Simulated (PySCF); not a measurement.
Sn(I)2 anion (I2Sn), SMILES [I][Sn][I] (connectivity only; charge and spin as stated), charge -1, multiplicity 2. Atoms are numbered in the order given.

```xyz
3

Sn     0.0000     0.0000     1.2698
I      0.0000     2.2772    -0.5990
I      0.0000    -2.2772    -0.5990
```
Charge -1, spin multiplicity 2.

The structure is a stationary point at B3LYP-D3(BJ)/def2-SVPD. The spin state was assumed, not searched. The isomer is the one that the SMILES or the coordinates give; other isomers of the formula were not compared. The def2 effective core potentials stand for the cores of I, Sn; spin–orbit coupling is left out.

All values below come from IEF-PCM-PBE0/def2-SVPD (PySCF 2.14.0).

The values are the electrostatic part of the solvation free energy, E(continuum) − E(gas) at the gas-phase geometry, in a cavity of scaled van der Waals radii (PySCF's table); cavitation and dispersion terms are not included. A continuum can't describe solvent molecules that bind to the metal.

```json
[
 {"solvent": "water", "ε": "78.36", "ΔG(elec) (kcal/mol)": "[?]"},
 {"solvent": "N,N-dimethylformamide", "ε": "37.22", "ΔG(elec) (kcal/mol)": "-43.8"},
 {"solvent": "n-hexane", "ε": "1.88", "ΔG(elec) (kcal/mol)": "-20.5"}
]
```

Complete the blanks. (Estimate from the structure and the level; the computed values follow.)


- water, ΔG(elec) (kcal/mol): -44.5
